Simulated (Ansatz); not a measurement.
Basis-set extrapolation for `O[Si](O)(Cl)Cl` (PBE0-D4/def2-TZVP geometry, frozen core, the Gaussian-basis code of Ansatz). Multiplicity 1, RHF reference.

|  | def2-TZVPP | def2-QZVPP |
| --- | --- | --- |
| HF | -1359.160196 | -1359.202552 |
| MP2 correlation | -0.967857 | -1.057542 |
| CCSD(T) correlation | -1.042677 | not run |

Energies in hartree. Use E(X) = E(∞) + A·exp(−7.88·√X) for Hartree–Fock and E(X) = E(∞) + B·X^(−2.97) for correlation, with X = 3 and 4, and add CCSD(T) minus MP2 of the smaller set to the MP2 limit.

Problem. What is the CCSD(T) energy at the basis-set limit?

Solution. HF limit: -1359.202552 + (-0.042356) × 0.13774 = -1359.20839. MP2 limit: -1.057542 + (-0.089685) × 0.74074 = -1.12398. Higher-order term: -1.042677 − (-0.967857) = -0.07482. Total: -1360.40719 hartree, 536.4 kJ/mol below CCSD(T)/def2-TZVPP.
